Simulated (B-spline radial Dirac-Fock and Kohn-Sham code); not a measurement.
Kohn-Sham estimates against Dirac-Fock for the levels of Sn¹¹⁺

System: the Sn¹¹⁺ ion, [Kr] 4d3.

The density-functional columns are spherical, spin-unpolarised Dirac-Kohn-Sham results without Breit or QED terms: −ε is minus the orbital energy of the initial state and ΔSCF the difference of two total energies. The reference in the last column comes from ΔSCF Dirac-Fock with Breit, self-energy and vacuum polarisation, finite nucleus, configuration average. All numbers are from a B-spline atomic structure program, in eV; a selection of levels is shown. The Kohn-Sham columns are given as differences from the reference. For the 1s level of heavy atoms much of the gap between ΔSCF and the reference is the Breit and QED part, -96.1 eV here; for other levels the error of the functional can be larger.

```csv
level,LDA −ε − DF,LDA ΔSCF − DF,Dirac-Fock
K (1s),-258.3,+86.6,29445.0
L1 (2s),-117.7,-49.8,4718.0
L2 (2p1/2),-89.2,-6.6,4404.0
L3 (2p3/2),-92.0,-13.8,4176.4
M1 (3s),-61.1,-33.7,1126.3
M2 (3p1/2),-49.6,-21.4,998.8
M3 (3p3/2),-49.0,-21.7,955.9
M4 (3d3/2),-30.7,-1.0,732.3
M5 (3d5/2),-31.0,-1.5,723.8
N1 (4s),-22.1,-8.2,359.9
N2 (4p1/2),-14.4,-0.8,311.2
N3 (4p3/2),-14.5,-1.2,302.2
"N4,5 (4d)",-10.8,+1.6,230.3
```

Values without a named source are computed, but for edge energies of neutral atoms, which are taken from tables.
